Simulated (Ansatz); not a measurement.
`O[CH2][SnH3]` + CH₃SH → `C[S][SnH3]` + CH₃OH at 600 K and 1 bar (ligand exchange at the Sn–C bond).

Gas-phase electronic energies from Ansatz, PBE0-D4/def2-TZVP geometries. CBS: MP2 limit from def2 TZ/QZ plus the TZ coupled-cluster correction, frozen cores. This one scheme is used for every species. Elements past krypton have def2 core potentials. For Sn outer-core shells are correlated without core-valence functions, which leaves a few kJ/mol of doubt a bond. One conformer a species, not always the lowest.

```csv
species,CCSD(T)/CBS energy (Eh),H − E (kJ/mol),S (J/(mol·K))
`O[CH2][SnH3]`,-330.81397,213.5,400.6
CH₃SH,-438.22835,152.3,296.8
`C[S][SnH3]`,-653.46026,209.0,418.8
CH₃OH,-115.61712,163.6,277.3
```

H − E and S are ideal-gas, rigid-rotor, harmonic terms from PBE0-D4/def2-TZVP, for one conformer and one mirror image of each species. 1 Eh = 2625.50 kJ/mol, R = 8.31446 J/(mol·K).

Q: By hand: ΔE, ΔH, ΔS and ΔG.

A: ΔE = (-653.46026) + (-115.61712) − (-330.81397) − (-438.22835) = -0.03506 Eh = -92.1 kJ/mol. Δ(H − E) = 209.0 + 163.6 − 213.5 − 152.3 = 6.8, so ΔH = -85.3 kJ/mol. ΔS = 418.8 + 277.3 − 400.6 − 296.8 = -1.3 J/(mol·K). ΔG = -85.3 − 600 × (-1.3)/1000 = -84.5 kJ/mol.

Q: By hand: the equilibrium constant, and the temperature at which ΔG would vanish if ΔH and ΔS stayed fixed.

A: log₁₀ K = −ΔG/(RT ln 10) = 7.4. ΔG = 0 at ΔH/ΔS = 65615 K, far beyond where these terms or the molecules hold.

The number of gas molecules stays the same, so ΔS is small and ΔH decides. A doubt of 5 kJ/mol in ΔE shifts log₁₀ K by 0.4 here. Other conformers and mirror images would add mixing entropy, several J/(mol·K) or more a flexible species. These are equilibria of isolated gas molecules and say nothing of rates. Largest T1 diagnostic: 0.012 (customary marks: 0.02 for closed shells, 0.045 for open ones).
